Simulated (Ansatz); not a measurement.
Species: [Hf(OH)4] (charge 0, multiplicity 1).

Give a relaxed geometry from Ansatz (a quantum-chemistry and plane-wave program) with r2SCAN-D4/def2-SVP.

Several could match; the one computed here: the end point of this relaxation, one of several conformers.
Cartesian coordinates (Å) in one orientation:
```xyz
9

Hf    -0.247    -0.134     0.040
O     -1.102    -0.386    -1.678
H     -1.522    -0.514    -2.527
O      0.955     1.381    -0.054
H      1.547     2.130    -0.098
O      0.754    -1.725     0.504
H      1.250    -2.508     0.733
O     -1.596     0.196     1.390
H     -2.264     0.358     2.054
```
